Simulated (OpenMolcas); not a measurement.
Consider [Cu2(μ-OH)2(F)4]2-, a planar model complex in vacuum (2 bridging OH, bridge angle 92°, metal-metal distance 2.79 Å, Cu–OH 1.94 Å; typed geometry, not optimised).

```xyz
10

Cu    -1.3926     0.0000     0.0000
Cu     1.3926     0.0000     0.0000
O      0.0000     1.3449     0.0000
H      0.0000     2.3049     0.0000
O      0.0000    -1.3449     0.0000
H      0.0000    -2.3049     0.0000
F     -2.7291     1.3364     0.0000
F     -2.7291    -1.3364     0.0000
F      2.7291     1.3364     0.0000
F      2.7291    -1.3364     0.0000
```

Task: Give the energies of the total-spin states at CASSCF(2,2) on the singly occupied d orbitals (ANO-RCC-VDZP on Cu, O, F and ANO-RCC-VDZ on H, scalar-relativistic DKH2, RICD, no spin-orbit coupling, OpenMolcas), and the exchange constant.

Result: Local spins 1/2 and 1/2.

```csv
total S,E (cm⁻¹),"natural occupations, lowest and highest"
1,0.0,"1.000, 1.000"
0,26.3,"0.994, 1.006"
```

J = 13.2 cm⁻¹ (ferromagnetic).

J is defined by H = −2J S1·S2, so negative values are antiferromagnetic. Wave-function values come from the highest and lowest total spin; broken-symmetry values use Yamaguchi's formula with the computed ⟨S²⟩. The active space holds the singly occupied metal orbitals alone, without bridging-ligand orbitals. No row is a measured value.
